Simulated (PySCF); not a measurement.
**Vertical excitation energies**

C4H8FNSi2.
InChI=1S/C4H8FNSi2/c1-3-7-4(5)8(3)2-6/h3-4,8H,7H2,1H3/t3-,4-,8-/m1/s1

Method used: PySCF 2.14.0, density-fitted response routines, TDDFT wB97X-D/def2-SVPD, vertical, gas phase, core orbitals frozen in the response. One conformer (not necessarily the lowest) at the GFN2-xTB geometry, without solvent, vibrations or thermal averaging.

```tsv
state	E (eV)	E (hartree)	f	|μ| (D)	main configurations (H = HOMO, L = LUMO)
S1	5.90	0.2170	0.013	0.75	H→L+1 (43%), H→L (40%)
S2	6.16	0.2265	0.0019	0.29	H-1→L (46%), H→L+1 (30%), H→L (15%)
S3	6.44	0.2367	0.047	1.39	H-2→L+1 (28%), H-2→L (22%), H-1→L (20%)
S4	6.49	0.2386	0.090	1.91	H→L (22%), H-1→L (21%), H-2→L (21%)
S5	6.59	0.2423	0.033	1.14	H-1→L+1 (81%)
S6	6.76	0.2484	0.0024	0.30	H-2→L (48%), H-2→L+1 (38%)
S7	7.04	0.2587	0.0033	0.35	H→L+2 (54%), H-2→L+2 (8%)
S8	7.32	0.2688	0.0093	0.58	H-4→L (34%), H→L+2 (14%), H-3→L (9%)
```

Triplets (Tamm–Dancoff): T1 5.50 eV, H→L (42%), H→L+1 (41%); T2 5.66 eV, H→L+1 (31%), H→L (28%), H-2→L (9%); T3 5.94 eV, H-1→L (67%), H→L (10%).

The lowest singlet comes at 210 nm (570 kJ/mol) in the ultraviolet; it is weak; its leading configuration is HOMO→LUMO+1 (43%). The most intense listed level is S4 at 6.49 eV (191 nm, f = 0.090), 0.59 eV above S1. Löwdin shares by element: HOMO carbon 33% or more, silicon 26%, fluorine 22% (atoms not listed hold the other 18%); LUMO silicon 32%, carbon 14% or more, nitrogen 12% (atoms not listed hold the other 42%). Weighted by f, the mean energy of these states is 6.51 eV. The oscillator strengths of these states sum to 0.199; summed over the whole spectrum of an exact calculation they would give the number of electrons, 76 (Thomas–Reiche–Kuhn). The listed states span 1.41 eV. No computed singlet lies in the visible range (380 to 750 nm); the lowest, at 210 nm, stands 2.64 eV above its violet end (3.26 eV). Singlets were solved by full linear response, triplets in the Tamm–Dancoff approximation.

Hardware: an Arm Neoverse V2 with one thread (shared host). Cost: 61 s wall, 1.1 GiB resident at most.
